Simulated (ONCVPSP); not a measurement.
Logarithmic derivatives: Li (Z = 3), ONCV

ONCVPSP 4.0.1 input, shortened (lines: element, Z, core and valence counts, functional; n l f; lmax; l rc ep ncon nbas qcut; lloc lpopt rc5 dvloc0; l nproj debl; icmod fcfact rcfact), BLYP, scalar-relativistic:

```
  Li 3.00    0    1  -106131      upf
    1    0    2.00
    1
    0    0.90    0.00    4    8   12.10
    1    0.95    0.05    4    7   10.40
    4    3    0.90    2.00
    0    2    3.40
    1    1    0.30
    0    0.00    0.00
```

The phase is arctan(r·R′/R) of the radial function R(r), unwrapped; energies in Ha, scanned from -4 to 5 Ha. A pole is an energy at which the radial function vanishes at the test radius. The pseudo phase is shifted by a multiple of π to meet the all-electron one at the reference energy, and phase errors are pseudo minus all-electron; the curves can meet again beyond the range given. Levels narrower than the energy grid can be missing from the lists of poles.

| channel | radius (bohr) | reference energy (Ha) | poles, all-electron | poles, pseudo | unbroken range about the reference energy with phases within 0.05 rad | phase error 1 Ha above the reference energy (rad) |
| --- | --- | --- | --- | --- | --- | --- |
| s | 0.91 | -2.23 | -0.93 | -0.93 | the whole range | +0.000 |
| p | 0.96 | 0.05 | none | none | the whole range | +0.001 |

Phases in the p channel:

```csv
E (Ha),all-electron,pseudo
-3.98,1.026,1.026
-3.50,0.980,0.981
-3.02,0.924,0.925
-2.54,0.855,0.855
-2.06,0.767,0.767
-1.58,0.654,0.654
-1.10,0.507,0.508
-0.62,0.319,0.319
-0.14,0.085,0.085
0.34,-0.179,-0.179
0.82,-0.443,-0.442
1.30,-0.675,-0.674
1.78,-0.863,-0.861
2.26,-1.009,-1.007
2.74,-1.122,-1.120
3.22,-1.211,-1.209
3.70,-1.283,-1.280
4.18,-1.342,-1.338
4.66,-1.391,-1.387
```
